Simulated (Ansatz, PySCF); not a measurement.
Process, species as SMILES: C[Si](C)(C)O[SiH3] + 5 [H][H] (H2) → 3 C (CH4) + O (H2O) + 2 [SiH4] (SiH4)
Geometries: B3LYP-D3(BJ)/def2-TZVP minima from Ansatz (a program for electronic structure), one conformer each, not searched for the lowest. Frequencies are from Ansatz or PySCF.

Property: energy of full hydrogenation (enthalpy at 298 K, with B3LYP-D3(BJ) rigid-rotor harmonic-oscillator terms), in kJ/mol. Cores are frozen in the correlated levels unless marked. Spin-orbit coupling is left out. Non-relativistic. Basis-set limits of correlation are two-point, X^-3; Hartree-Fock from the larger set.

```json
[
 {"level": "PBE/def2-TZVPD", "program": "Ansatz", "energy of full hydrogenation (kJ/mol)": "107.5"},
 {"level": "BLYP-D4/def2-TZVPD", "program": "Ansatz + dftd4", "energy of full hydrogenation (kJ/mol)": "146.6"},
 {"level": "BLYP/def2-TZVPD", "program": "Ansatz", "energy of full hydrogenation (kJ/mol)": "92.6"},
 {"level": "revPBE-D3(BJ)/def2-TZVPD", "program": "Ansatz + dftd3", "energy of full hydrogenation (kJ/mol)": "139.1"}
]
```

Task: Predict the CCSD(T)/CBS(cc-pV(T+d)Z,cc-pV(Q+d)Z) result (Ansatz).

Result: 152.3 kJ/mol, so revPBE-D3(BJ)/def2-TZVPD differs from it by -13.2 kJ/mol.
